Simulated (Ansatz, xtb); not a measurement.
## Two conformers of CH9NSbSi+

Structure X: `C[SiH2][NH2+][SbH2]`, a singlet. Structure Y: `C[SiH2][NH2+][SbH2]`, a singlet. Both are isolated ions in the gas phase, relaxed with BLYP-D3(BJ)/def2-SVP.

X (Å):

```yaml
atoms:
  - { symbol: C, position_ang: [0.4200, -1.3344, -0.6239] }
  - { symbol: N, position_ang: [1.2075, 1.5746, -0.1696] }
  - { symbol: Sb, position_ang: [1.4808, 3.4318, 1.1334] }
  - { symbol: Si, position_ang: [0.6664, -0.0300, 0.6918] }
  - { symbol: H, position_ang: [1.3556, -1.5433, -1.1806] }
  - { symbol: H, position_ang: [-0.3760, -1.0527, -1.3422] }
  - { symbol: H, position_ang: [0.1060, -2.2796, -0.1323] }
  - { symbol: H, position_ang: [-0.5708, 0.4020, 1.3982] }
  - { symbol: H, position_ang: [1.8035, -0.2724, 1.6221] }
  - { symbol: H, position_ang: [2.1001, 1.4314, -0.6750] }
  - { symbol: H, position_ang: [0.5277, 1.8373, -0.9059] }
  - { symbol: H, position_ang: [-0.1927, 3.2909, 1.5752] }
  - { symbol: H, position_ang: [1.9214, 2.3871, 2.4494] }
```

Y (Å):

```yaml
atoms:
  - { symbol: C, position_ang: [-1.4957, 0.7378, 0.2536] }
  - { symbol: N, position_ang: [1.1007, -0.3423, 1.3665] }
  - { symbol: Sb, position_ang: [1.9862, -0.9505, -0.6506] }
  - { symbol: Si, position_ang: [-0.7876, -0.4243, 1.5336] }
  - { symbol: H, position_ang: [-2.6002, 0.7590, 0.3626] }
  - { symbol: H, position_ang: [-1.1294, 1.7750, 0.3928] }
  - { symbol: H, position_ang: [-1.2727, 0.4115, -0.7816] }
  - { symbol: H, position_ang: [-1.0258, -0.0252, 2.9494] }
  - { symbol: H, position_ang: [-1.0484, -1.8706, 1.2879] }
  - { symbol: H, position_ang: [1.4509, 0.6085, 1.5780] }
  - { symbol: H, position_ang: [1.5404, -0.9557, 2.0761] }
  - { symbol: H, position_ang: [3.5243, -0.3575, -0.0997] }
  - { symbol: H, position_ang: [1.5799, 0.6315, -1.2415] }
```

Estimate E(Y) − E(X) at the level CCSD(T)/def2-SVP + ΔMP2/def2-TZVPP.

Too close to call at this level: CCSD(T)/def2-SVP + ΔMP2/def2-TZVPP gives E(Y) − E(X) = +0.72 kcal/mol.

Level by level:

```
                             level              geometry  E(Y) − E(X) (kcal/mol)  departure from the last row (kcal/mol)  job, with rough time for the two
              BLYP-D3(BJ)/def2-SVP  BLYP-D3(BJ)/def2-SVP                     +0.64                                   −0.07                optimisation, 72 s
                       HF/def2-SVP  BLYP-D3(BJ)/def2-SVP                     +0.79                                   +0.08           part of the CCSD(T) run
                      MP2/def2-SVP  BLYP-D3(BJ)/def2-SVP                     +0.78                                   +0.06           part of the CCSD(T) run
                  CCSD(T)/def2-SVP  BLYP-D3(BJ)/def2-SVP                     +0.83                                   +0.11                      single point
CCSD(T)/def2-SVP + ΔMP2/def2-TZVPP  BLYP-D3(BJ)/def2-SVP                     +0.72                                                        single point, 43 s
```

The largest departure from CCSD(T)/def2-SVP + ΔMP2/def2-TZVPP is that of CCSD(T)/def2-SVP, 0.11 kcal/mol. Levels run at GFN2-xTB geometries aren't shown. The last row adds to CCSD(T) the change of the MP2 difference between the two basis sets, here −0.11 kcal/mol.

With harmonic frequencies from BLYP-D3(BJ)/def2-SVP (ideal gas, rigid rotor, one conformer each, 400 K, 1 atm): on the last row, ΔE + ΔZPE = +0.71 kcal/mol. A mode under 50 cm⁻¹ makes harmonic enthalpies and free energies unreliable, so none is given.

The correlated steps freeze 11 core orbitals; the filled d shell of Sb is correlated, in a basis made for valence electrons. Atoms past krypton carry core potentials in the def2 sets and no spin–orbit term is included. Programs: Ansatz 0.2.0; the last row on 2 threads of Arm Neoverse V2 on a shared host.
